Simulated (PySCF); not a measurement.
## How methods differ on the excitation energy of Sc⁺

Sc⁺ [Ar] 3d1 4s1 (3D) → Sc⁺ [Ar] 4s1 4p1 (3P), as a difference of total energies. Calculation: PySCF 2.14, in aug-cc-pwCVTZ-DK (10s9p7d4f3g, 127 functions); the spin-free X2C one-electron Hamiltonian (Gaussian nucleus). Correlated levels: valence: [Ar] frozen; valence and next inner shell: [Ne] frozen; nothing frozen. The calculations carry no spin-orbit coupling.

```json
{"method": "UHF", "excitation energy (eV)": "4.321"}
{"method": "LDA", "excitation energy (eV)": "5.376"}
{"method": "PBE", "excitation energy (eV)": "5.308"}
{"method": "PBE0", "excitation energy (eV)": "5.137"}
{"method": "wB97M-V", "excitation energy (eV)": "5.199"}
{"method": "MN15", "excitation energy (eV)": "5.256"}
{"method": "revPBE", "excitation energy (eV)": "5.266"}
{"method": "MP2 (valence)", "excitation energy (eV)": "4.315"}
{"method": "SCS-MP2 (valence)", "excitation energy (eV)": "4.319"}
{"method": "MP2 (valence and next inner shell)", "excitation energy (eV)": "4.565"}
{"method": "SCS-MP2 (valence and next inner shell)", "excitation energy (eV)": "4.580"}
{"method": "MP2 (all electrons)", "excitation energy (eV)": "4.575"}
{"method": "SCS-MP2 (all electrons)", "excitation energy (eV)": "4.585"}
```

Q: How much does correlation contribute at MP2 (all electrons)?

A: 4.575 − (4.321) = 0.254 eV, measured against UHF.

The Hartree-Fock determinant of the upper state isn't an eigenfunction of L²: it has lost the atom's symmetry, so its energy isn't that of a pure term.
